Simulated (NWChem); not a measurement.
Molecule: TiO, triplet; SMILES [Ti]=[O]

Computed with NWChem. Pople sets run with spherical d functions. Spin-unrestricted. Structure relaxed at the PBE0/def2-SVP, spin-unrestricted level. No stability test was run on the SCF state. Total energies compare along this basis series because the functional is fixed.

```
level       basis functions  energy (Ha)  highest occupied level (eV)  lowest empty minus highest occupied level, either spin (eV)  dipole (D)  <S²>
----------  ---------------  -----------  ---------------------------  -----------------------------------------------------------  ----------  ----
UHF/STO-3G               23    -913.5274                        -3.78                                                         8.80        4.34  2.05
UHF/3-21G                36    -918.7036                        -6.76                                                         6.93        2.89  2.13
UHF/6-31G*               48    -923.2047                        -6.94                                                         7.07        3.51  2.07
```
